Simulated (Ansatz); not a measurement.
This geometry of C2H6LiN (10 atoms, charge 0, multiplicity 1) is a first-order saddle point.

All numbers below come from Ansatz, RKS B3LYP-D4/def2-SVP.

```xyz
10
Properties=species:S:1:pos:R:3
Li -1.865 0.814 1.204
C -0.424 0.228 -0.127
C 0.129 -1.201 0.134
N 0.729 1.165 -0.342
H -0.929 0.195 -1.110
H -0.282 -1.704 1.027
H 1.223 -1.142 0.275
H -0.039 -1.887 -0.719
H 0.416 1.969 -0.888
H 1.041 1.563 0.545
```

Task: Which two structures does it join? (They come from a converged band through this point; their orientation in space is the band's.)

Result: No bond is made or broken. The dihedral N4–C2–C3–H8 goes from -170 to -49°. The two ends are copies of one structure, up to a mirror image or an exchange of like atoms.

First end point:

```xyz
10
Properties=species:S:1:pos:R:3
Li -2.311 0.421 0.294
C -0.353 0.213 -0.306
C 0.250 -1.156 0.028
N 0.618 1.261 0.132
H -0.362 0.280 -1.412
H 0.283 -1.349 1.118
H 1.297 -1.242 -0.334
H -0.339 -1.976 -0.420
H 0.344 2.169 -0.246
H 0.572 1.378 1.146
```

Last end point:

```xyz
10
Properties=species:S:1:pos:R:3
Li -1.559 1.024 1.457
C -0.443 0.244 -0.087
C 0.095 -1.164 0.191
N 0.688 1.073 -0.603
H -1.135 0.142 -0.947
H -0.724 -1.872 0.413
H 0.780 -1.191 1.060
H 0.671 -1.560 -0.672
H 0.331 1.952 -0.981
H 1.297 1.352 0.169
```

Task: How far does it lie above each of them?

Result: 16.7 kJ/mol above the first and 16.7 kJ/mol above the second. This is the barrier of this one path; another mechanism may lie lower.

Run time: 2.1 min on 1 thread of Intel(R) Xeon(R) Platinum 8375C CPU @ 2.90GHz (Ice Lake), with other jobs on the host, peak memory 0.17 GiB.
